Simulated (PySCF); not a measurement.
A structure optimised at PBE0-D3(BJ)/def2-SVP, used in a PySCF frequency run:

```xyz
8

Mo     0.0923    -0.1963     0.0000
S     -0.0354     1.0095    -1.7081
S     -0.0354     1.0095     1.7081
F      1.5037    -1.3748     0.0000
C     -1.7081    -1.2323     0.0000
H     -2.5867    -0.5719     0.0000
H     -1.7201    -1.8602     0.9071
H     -1.7201    -1.8602    -0.9071
```
Charge 0, spin multiplicity 1.

Question: Write its SMILES, formula and point group.

Answer: [CH3][Mo]([F])(=[S])=[S], CH3FMoS2, Cs

Question: What are its rotational constants (standard atomic weights)?

Answer: 2.2795, 1.8211, 1.5711 GHz
